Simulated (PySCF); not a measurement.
## Solvent effects on NMR parameters

Numbering as in the mapped SMILES `[CH3:1][C:2]#[C:3][Si@H:4]1[CH2:5][CH:6]=[C:7]([C:8]#[N:9])[CH2:10]1`. Hydrogens are named by the atom that carries them. Ha(C5), Ha(C10) are cis to C3 on the ring; Hb(C5), Hb(C10) are trans to C3 on the ring.

GIAO PBE0/pcSseg-1 in PySCF 2.14 on one PBE0-D3(BJ)/def2-SVP conformer, non-relativistic, equivalent nuclei averaged. Solvents enter as an IEF-PCM continuum (chloroform with ε = 4.7, dichloromethane with ε = 8.9) around the gas-phase geometry. Shifts are referred to TMS computed in the same medium.

In chloroform, δ in ppm: C6 165.7, C8 127.3, C7 121.7, C2 119.9, C3 82.3, C5 22.5, C10 21.8, C1 6.1, Si4 -29.4, H(C6) 7.12, H(Si4) 4.72, H(C1) 2.12, Hb(C5) 2.06, Ha(C5) 1.99. Dipole moment 6.58 D.

Q: How does each δ change in the more polar medium?

A: 
```json
{"atoms": "C6", "environment": "alkene CH", "Δδ, dichloromethane": "+1.3"}
{"atoms": "C8", "environment": "nitrile carbon", "Δδ, dichloromethane": "+0.8"}
{"atoms": "C7", "environment": "fully substituted alkene carbon", "Δδ, dichloromethane": "-0.4"}
{"atoms": "C2", "environment": "alkyne carbon", "Δδ, dichloromethane": "+0.6"}
{"atoms": "C3", "environment": "alkyne carbon", "Δδ, dichloromethane": "-0.1"}
{"atoms": "C5", "environment": "allylic sp3 CH2 bonded to Si", "Δδ, dichloromethane": "+0.3"}
{"atoms": "C10", "environment": "allylic sp3 CH2 bonded to Si", "Δδ, dichloromethane": "+0.1"}
{"atoms": "C1", "environment": "propargylic methyl carbon", "Δδ, dichloromethane": "0.0"}
{"atoms": "Si4", "environment": "silicon bonded to 3 C, H, in a 5-membered ring", "Δδ, dichloromethane": "0.0"}
{"atoms": "H(C6)", "environment": "hydrogen on an alkene CH", "Δδ, dichloromethane": "+0.07"}
{"atoms": "H(Si4)", "environment": "hydrogen on a silicon bonded to 3 C, in a 5-membered ring", "Δδ, dichloromethane": "-0.01"}
{"atoms": "H(C1)", "environment": "hydrogen on a propargylic methyl carbon", "Δδ, dichloromethane": "+0.02"}
{"atoms": "Hb(C5)", "environment": "hydrogen on an allylic sp3 CH2 bonded to Si", "Δδ, dichloromethane": "+0.05"}
{"atoms": "Ha(C5)", "environment": "hydrogen on an allylic sp3 CH2 bonded to Si", "Δδ, dichloromethane": "+0.03"}
```

Changes are relative to chloroform. The dipole moment becomes 6.76 D in dichloromethane.

Q: Which of the listed nuclei move most (in ppm), and what does the model miss? (N and O are left out, as their reference compounds move with the solvent too.)

A: C6 (alkene CH, +1.3 ppm) in dichloromethane. A continuum only polarises the solute; specific hydrogen bonds, the anisotropy of aromatic solvents and changes of geometry or conformer are outside it.
